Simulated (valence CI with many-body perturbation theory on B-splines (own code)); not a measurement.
## I XXXI: what the settings do

Computed by valence CI with perturbative core correlation (CI+MBPT): five valence electrons over a frozen Dirac-Fock core [Ar], radial functions for each j: 6 s, 6 p, 5 d, 5 f, 1 g, with the one-electron correlation potential Σ1, the two-electron term Σ2, the three-electron term Σ3, Breit, model QED; selected CI, second order for the rest, scaled by the run's own slope (own B-spline code, finite nucleus).

No measured spectrum was set against this ion. As an estimate, large intervals hold to a few tenths of a per cent, small ones and those within an open d or f shell to about a per cent. Among the levels kept, up to 560 cm⁻¹ of a level comes from second order outside the variational space, and about a tenth of that is noise between levels of different J, which matters for small intervals. Only levels of the ground parity were solved; by the run's estimate the other parity begins above the list, which can be wrong where configurations are misplaced.

The reference run has the lowest level (3d3/2^4 3d5/2) J=5/2 [a] and an ionisation energy of 1811.18 eV. Its largest variational space holds 9982 state functions.

Levels are named by their leading jj configuration (3d3/2^4 stands for four electrons in 3d with j = 3/2), which in mixed levels can hold well under half, so a name can repeat and another be missing. Letters in brackets count levels of one name in rising energy.

Changed runs:
A. lowest core n in screening and Σ2 1 → 2
B. size limit of the variational space 10000 → 3000; second order for the rest on → off
C. scale of Σ1 1 → 0; scale of Σ2 1 → 0; three-electron term on → off
D. Davidson tolerance 2e-05 → 0.03 (bad on purpose)

Excitation energies of the reference run in cm⁻¹, and shifts in cm⁻¹:

```csv
Level,Reference,A,B,C,D
(3d3/2^4 3d5/2) J=5/2 [b],89501,+0.5,+1096,+2948,+0.7
(3d3/2^3 3d5/2^2) J=7/2 [a],143039,+1.0,+1135,+2046,+0.4
(3d3/2^3 3d5/2^2) J=3/2 [a],147762,+0.9,-303,+4037,0
(3d3/2^3 3d5/2^2) J=11/2,150822,+0.9,-514,+581,0
(3d3/2^3 3d5/2^2) J=9/2,166059,+1.1,+553,+923,+0.3
(3d3/2^3 3d5/2^2) J=5/2,167816,+1.0,+946,+1765,+0.5
(3d3/2^3 3d5/2^2) J=1/2,178215,+0.9,-3072,+3667,-0.8
(3d3/2^3 3d5/2^2) J=7/2 [b],208165,+1.6,+1389,+3542,+0.4
(3d3/2^2 3d5/2^3) J=5/2 [a],217444,+1.1,+1453,+2429,+1.2
(3d3/2^2 3d5/2^3) J=7/2 [a],239399,+1.5,+1346,+3435,-0.3
(3d3/2^2 3d5/2^3) J=11/2,242833,+1.1,-416,-1765,0
(3d3/2^3 3d5/2^2) J=3/2 [b],248577,+1.2,+245,+3388,0
Ionisation energy (eV),1811.18,+0.00012,-0.58,-11.66,-0.0001
```
